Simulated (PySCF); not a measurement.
NMR data simulated for an unnamed compound:

$^{1}$H NMR (400 MHz, computed): δ 6.84 (m, 1H), 5.53 (m, 1H), 0.68 (br s, 2H), 0.48 (s, 3H).

$^{13}$C{$^{1}$H} NMR (computed): δ 203.1 (C), 152.6 (CH), 125.2 (CH), 118.4 (C), 110.7 (C), -6.1 (CH3).

Computational details: coordinates at the GFN2-xTB level, NMR shieldings at PBE0/pcSseg-1/GIAO, in PySCF 2.14 (relativity neglected, one averaged value for each set of equivalent atoms, one conformer, no solvent).

Shifts are taken against calculated references (same method and geometry level): TMS for $^{1}$H (σ = 31.72 ppm) and $^{13}$C (σ = 186.93 ppm).

Q: Which of these does the molecule contain: a Si–H bond, a benzene ring, an NH or NH2 group, a C≡C triple bond, a nitrile, a non-aromatic C=C double bond?

A: 
- A Si–H bond: no.
- A benzene ring: no.
- An NH or NH2 group: yes (δH 0.68 (br s)).
- A C≡C triple bond: no.
- A nitrile: yes (δC 118.4).
- A non-aromatic C=C double bond: yes.

The data belong to `C1=CC(C#N)=C(F)[Si@@]1(C)N`, C6H7FN2Si; they needn't prove each group on their own.

Carbon signals by region: 1 in the far downfield region (above 160 ppm), 4 in the sp2 and nitrile region (100–160 ppm), 1 below 50 ppm. Above 160 ppm: 203.1, fully substituted alkene carbon.

OH/NH shifts are gas-phase values; hydrogen bonding in solution moves them, usually downfield. Splittings by $^{19}$F in the carbon and heteronuclear signals aren't shown, as no couplings were computed. Shifts are as computed. Against solution values, carbons near 30 ppm lie about +3 ppm off and those near 130 ppm about +5 ppm. Of 1309 compounds with measured shifts, 239 miss one by over three times the rms of a fit or turn the order of signals round; such compounds aren't used in these exercises. Multiplicities follow the n + 1 count of equivalent neighbours, as no J values were calculated; m marks all less simple cases, F and P coupling included.
